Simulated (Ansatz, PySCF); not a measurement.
Caution: the highest occupied level lies above zero, so the state may not be bound. This triplet lies within 0.05 eV of the relaxed singlet at the level frozen-core CCSD(T)/aug-cc-pVTZ // PBE-D3(BJ)/def2-SVPD (Ansatz, a first-principles code).

## H2B, SMILES `[BH2-]` (near-degenerate triplet) (charge -1, multiplicity 3)

These are PBE-D3(BJ)/def2-TZVPD // PBE-D3(BJ)/def2-SVPD run with PySCF values and carry that method's errors.

| Item | Result |
|---|---|
| highest occupied spin orbital | 2.79 eV |
| total energy | -704.60 eV |
| cost | around 10 core-seconds (rough) |

```xyz
3

B     -0.0009     0.3691     0.0000
H      1.0994    -0.1819     0.0000
H     -1.0985    -0.1872     0.0000
```
Charge -1, spin multiplicity 3.
